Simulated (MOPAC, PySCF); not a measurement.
CH₆Si₂, SMILES `[SiH2]=C[SiH3]`, neutral singlet in the gas phase. 

Cartesian coordinates (Å):
```xyz
9

Si     1.6772     0.1414     0.3979
C      0.3448    -0.3405    -0.5475
Si    -1.4129     0.0081    -0.1186
H      3.0809    -0.1439     0.0436
H      1.5140     0.8892     1.6565
H      0.5480    -0.8891    -1.4628
H     -1.4669     0.7646     1.1568
H     -2.1983    -1.2422     0.0440
H     -2.0868     0.8123    -1.1700
```
Charge 0, spin multiplicity 1.

All levels are single points at this geometry (B3LYP-D3(BJ)/def2-TZVP); Pople sets use spherical d functions. Orbital energies aren't observables, and empty levels follow the basis.

SVWN5/6-31G* in PySCF gives dipole (D) = 1.31.

Task: Estimate the dipole (D) from each of these levels: ωB97X-D3(BJ)/def2-TZVP in PySCF; B3LYP/3-21G in PySCF; HF/3-21G in PySCF; HF/6-31G* in PySCF; PM3 in MOPAC.

Result: 
```
level                            dipole (D)
-------------------------------  ----------
ωB97X-D3(BJ)/def2-TZVP in PySCF        1.97
B3LYP/3-21G in PySCF                   1.14
HF/3-21G in PySCF                      1.56
HF/6-31G* in PySCF                     1.93
PM3 in MOPAC                           0.39
```
